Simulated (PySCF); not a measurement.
# NMR problem set

PySCF calculation with coordinates at the PBE0-D3(BJ)/def2-SVP level and σ from GIAO-PBE0/pcSseg-1; relativity neglected, rapidly exchanging positions averaged, one computed conformer, gas phase.

Referencing at the same level of theory: TMS for ¹H, ¹³C. Where no couplings were computed, multiplicities follow the n + 1 count of equivalent neighbours, and m marks all less simple cases (inequivalent or close neighbours, rings, F or P nearby). Shifts are as computed. Against solution values, carbons near 30 ppm lie about +2 ppm off and those near 130 ppm about +5 ppm. Of 1211 compounds with measured shifts, 218 miss one by over three times the rms of a fit or turn the order of signals round; such compounds aren't used in these exercises.

Q: C9H12. ¹H NMR (400 MHz, computed): δ 5.89 (m, 4H), 5.49 (m, 4H), 5.43 (m, 4H). ¹³C{¹H} NMR (computed): δ 151.2 (CH), 123.3 (CH2), 57.8 (C). Identify the compound.

A: `C=CC(C=C)(C=C)C=C`. The formula gives 4 degrees of unsaturation (no ring in the answer). 3 carbon signals for 9 carbons: some carbons are equivalent by symmetry or fast rotation. Carbon types of the structure: 1 × C, 4 × CH, 4 × CH2, which accounts for all hydrogens. δC 151.2: alkene CH; as expected for a trigonal carbon in a double bond. δC 123.3: terminal =CH2 carbon; an sp2 carbon of a C=C bond. δH 5.89: hydrogen on an alkene CH; a vinylic proton, deshielded by the sp2 carbon and the C=C anisotropy. δH 5.49, 5.43: hydrogen on a terminal =CH2 carbon; olefinic region.

The shifts were computed for this structure.

Q: C9H12. ¹H NMR (600 MHz, computed): δ 5.84 (m, 1H), 5.80 (m, 1H), 5.78 (m, 1H), 5.66 (t, 1H), 5.35 (m, 1H), 5.30 (m, 1H), 2.83 (m, 2H), 2.65 (d, 2H), 2.58 (m, 2H). ¹³C{¹H} NMR (computed): δ 148.2, 140.4, 132.6, 131.4, 128.1, 124.3, 48.4, 30.9, 30.8. Identify the compound.

A: `C=CCC1=CCC=CC1`. Rings plus π bonds: 4 (1 ring in the answer). 9 carbon signals for 9 carbons: no two carbons are equivalent. Carbon types of the structure: 1 × C, 4 × CH, 4 × CH2, which accounts for all hydrogens. δC 148.2, 132.6, 131.4, 128.1: alkene CH; an sp2 carbon of a C=C bond. δC 140.4: fully substituted alkene carbon; an sp2 carbon of a C=C bond. δC 124.3: terminal =CH2 carbon; the olefinic region. δH 5.35, 5.30: hydrogen on a terminal =CH2 carbon; attached to an sp2 carbon and in the plane of the double bond.

The data come from this structure; uniqueness wasn't tested.
